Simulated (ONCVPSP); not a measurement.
## B (Z = 5): excitation energies, all-electron against ONCV

ONCVPSP 4.0.1 input, shortened (lines: element, Z, core and valence counts, functional; n l f; lmax; l rc ep ncon nbas qcut; lloc lpopt rc5 dvloc0; l nproj debl; icmod fcfact rcfact), LDA (Perdew-Zunger), scalar-relativistic:

```
  B 5.00    1    2        3      upf
    1    0    2.00
    2    0    1.75
    2    1    1.25
    2
    0    1.55    0.00    4    7    3.40
    1    3.20    0.00    4    7    4.00
    2    3.15    0.36    4    9    3.50
    4    5    1.55    2.00
    0    2    3.90
    1    2    2.30
    2    1    0.30
    3    3.25    1.10
```

Energies are relative to the spin-unpolarised reference configuration 2s1.75 2p1.25; without spin polarisation the order of configurations can differ from experiment.

```
valence configuration  charge  ΔE all-electron (eV)  error AE − PS (meV)
              2s2 2p1       0                -1.418                 -1.3
              2s2 2p0      +1                 6.908                 +150
```

**Question.** What are ΔE and the potential's error for 2s1 2p1?

**Answer.** ΔE = 12.865 eV all-electron; the error (AE − PS) is -18 meV.

**Question.** What are ΔE and the potential's error for 2s1 2p0?

**Answer.** ΔE = 32.213 eV all-electron; the error (AE − PS) is +463 meV.
